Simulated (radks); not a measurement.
Ar II, configuration [Ne] 3s2 3p5 (the NIST ground configuration).

Method: scalar-relativistic Kohn-Sham, PBE, spin-polarised, spherical densities, finite nucleus; open shells are filled with parallel spins first; Fermi nuclear charge, rms radius 3.4274 fm; computed with a radial shooting solver on a logarithmic mesh with Libxc functionals.

Energy parts (eV):
| part | energy |
|---|---|
| total | -14385.265 |
| kinetic | 14461.119 |
| electron-nucleus | -34108.963 |
| Hartree | 6090.329 |
| exchange-correlation | -827.749 |

Orbitals (lengths in bohr, moments of r in powers of bohr; r(90%) holds 90 % of the orbital's charge):
orbital  occ.  eigenvalue (eV)  r(90%)      <r>      <r^4>
1s up       1        -3134.601   0.153  0.08573  0.0002523
1s down     1        -3134.396   0.153  0.08573  0.0002523
2s up       1        -310.9395   0.646   0.4140    0.07421
2s down     1        -310.7599   0.646   0.4139    0.07406
2p up       3        -243.9105   0.624   0.3765    0.06576
2p down     3        -243.6504   0.623   0.3765    0.06560
3s up       1         -37.2213    2.06    1.366      7.664
3s down     1         -36.0884    2.07    1.371      7.843
3p up       3         -22.6053    2.40    1.547      14.36
3p down     2         -21.5537    2.43    1.561      15.14

The highest occupied level is 3p down at -21.554 eV. The spin density at the nucleus is -0.0294 e/bohr^3 (1s -0.1626, 2s 0.0735, 3s 0.0597). The density falls to 0.001 e/bohr^3 at r = 3.44 bohr. Spin moment in Bohr magnetons: 1. For comparison, the ionisation energy in NIST's Atomic Spectra Database is 27.630 eV (measured). In exact Kohn-Sham theory the highest level is minus the ionisation energy, but local and semilocal functionals leave it too shallow, through self-interaction and a potential that decays too fast; potentials with the right tail come closer. Summed over all electrons, <r^2> = 20.08 bohr^2, which gives a Langevin (diamagnetic) susceptibility term of -15.9 x 10^-6 cm^3/mol.
